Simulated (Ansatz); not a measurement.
```xyz
14

H     1.8511    0.2520    1.2721
H     1.1161    0.1915    1.9560
H     0.1600    0.0930    2.2526
H    -0.8278   -0.0239    2.1030
H    -1.6517   -0.1360    1.5369
H    -2.1484   -0.2212    0.6663
H    -2.2195   -0.2626   -0.3362
H    -1.8511   -0.2520   -1.2721
H    -1.1161   -0.1915   -1.9560
H    -0.1600   -0.0930   -2.2526
H     0.8278    0.0239   -2.1030
H     1.6517    0.1360   -1.5369
H     2.1484    0.2212   -0.6663
H     2.2195    0.2626    0.3362
```

Basis set: 6-31G* (spherical functions). All electrons are correlated. Charge 0, multiplicity 1.

Computed with Ansatz (development build ahead of 0.2.0); each method stands on the lowest determinant of its kind that the runs found. Restricted open shells among the atoms or ions are ROHF, correlated in semicanonical orbitals with singles.

**Question.** Give the atomization energy at this shape (free ground-state atoms in the same class of orbitals less the molecule, no zero-point energy) of singlet H14 by RHF-MP2, RHF.

**Answer.**

| method | atomization energy |
| --- | --- |
| RHF-MP2 | 451.63 kcal/mol |
| RHF | 334.05 kcal/mol |

Caution: stretched shape with no unrestricted run beside it, a lower state can exist. Caution for RHF-MP2: bonds are stretched, where a single reference can fail.
